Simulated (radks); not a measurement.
Ionisation of neutral helium, [He], to 1s1 as the strength of local exchange is varied. All-electron calculation, Dirac Kohn-Sham, Slater X-alpha exchange (alpha = 2/3 is LDA exchange), no correlation, spin-unpolarised, spherical densities, point nucleus. Program: a radial shooting solver on a logarithmic mesh with Libxc functionals.

| alpha | E(He) (hartree) | exchange (hartree) | IE (eV) | -e of the level emptied (eV) | <r> of it (bohr) |
|---|---|---|---|---|---|
| 0.651 | -2.70377 | -0.82910 | 24.664 | 13.812 (1s1/2) | 0.9769 |
| 0.667 | -2.72419 | -0.85335 | 24.958 | 14.073 (1s1/2) | 0.9719 |
| 0.813 | -2.91484 | -1.08307 | 27.724 | 16.562 (1s1/2) | 0.9282 |
| 0.828 | -2.93486 | -1.10754 | 28.016 | 16.827 (1s1/2) | 0.9240 |
| 0.842 | -2.95363 | -1.13052 | 28.291 | 17.077 (1s1/2) | 0.9201 |
| 0.901 | -3.03347 | -1.22893 | 29.461 | 18.148 (1s1/2) | 0.9039 |
| 1.029 | -3.21101 | -1.45100 | 32.081 | 20.571 (1s1/2) | 0.8710 |
| 1.042 | -3.22937 | -1.47422 | 32.353 | 20.824 (1s1/2) | 0.8678 |

NIST Atomic Spectra Database: 24.587 eV (measured). The central value is not met in this range of alpha. Spin polarisation and multiplet splitting are left out, so open shells lie too high by an amount that depends on their filling.

Beside tabulated values, note that spin-unpolarised runs miss the spin-polarisation part of the exchange energy of open shells.
